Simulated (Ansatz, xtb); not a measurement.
## Isomers of CH2AuN in order of energy

4 gas-phase structures of CH2AuN, found in a search over its isomers (lower ones may exist). Each was relaxed with GFN2-xTB:

A. `C=[N][Au]`, a singlet
B. a singlet given by its coordinates
C. `[H]/N=[CH]/[Au]`, a singlet
D. a singlet given by its coordinates

D (Å):

| atom | x (Å) | y (Å) | z (Å) |
| --- | --- | --- | --- |
| C | 0.3941 | -0.1978 | -1.1286 |
| Au | 0.0518 | -1.1151 | 0.4947 |
| N | 0.7795 | 0.6024 | -1.8783 |
| H | 1.1050 | 1.2789 | -2.5306 |
| H | -0.1223 | -1.6883 | 1.8188 |

Close contacts (Å): C1–Au2 1.90, C1–N3 1.16, Au2–H5 1.45, N3–H4 0.99.

B (Å):

```yaml
atoms:
  - { symbol: C, position_ang: [-0.0258, -0.4224, 0.5027] }
  - { symbol: Au, position_ang: [-0.8918, 1.8394, 2.2175] }
  - { symbol: N, position_ang: [-0.2743, 0.6402, 0.8572] }
  - { symbol: H, position_ang: [0.2101, -1.3892, 0.1514] }
  - { symbol: H, position_ang: [-1.3707, 2.6414, 3.3132] }
```

Close contacts (Å): C1–N3 1.15, Au2–N3 1.92, C1–H4 1.06, Au2–H5 1.44.

Problem. Which do you expect lowest at r2SCAN-D4/def2-SVP, and how would the others follow?

Solution. Calculated order at r2SCAN-D4/def2-SVP: C (0.0), D (0.4), B (3.3), A (12.3) kcal/mol. Less than 1 kcal/mol parts C and D, so the order within that pair means little. CCSD(T)/def2-TZVPP after further relaxation puts B lowest instead.

Energies above the lowest of each column, in kcal/mol; the last columns are at B3LYP-D3(BJ)/def2-SVP geometries (a dash: not run or not comparable):

| structure | GFN2-xTB | r2SCAN-D4/def2-SVP | B3LYP-D3(BJ)/def2-SVP | CCSD(T)/def2-TZVPP |
| --- | --- | --- | --- | --- |
| C | 20.3 | 0.0 | 10.7 | 15.7 |
| D | 11.6 | 0.4 | 1.5 | 0.9 |
| B | 0.0 | 3.3 | 0.0 | 0.0 |
| A | 20.1 | 12.3 | 21.0 | – |

CCSD(T)/def2-TZVPP puts B lowest of those it was run on, with D within 1 kcal/mol; r2SCAN-D4/def2-SVP picks C. CCSD(T)/def2-TZVPP orders those it was run on as B (0.0), D (0.9), C (15.7) kcal/mol. Less than 1 kcal/mol parts B and D, so the order within that pair means little. Frequencies (B3LYP-D3(BJ)/def2-SVP) were run for B, C, D alone. Large T1 diagnostics make some coupled-cluster values less sure. Atoms past krypton carry core potentials in the def2 sets, without spin–orbit terms.

Over these structures GFN2-xTB departs from r2SCAN-D4/def2-SVP by 6.7 kcal/mol on average once a common shift is removed. A GFN2-xTB relaxation took about 0.049 s and the r2SCAN-D4/def2-SVP energy about 1.8 s on a shared host (Ansatz 0.2.0, xtb 6.7.1).
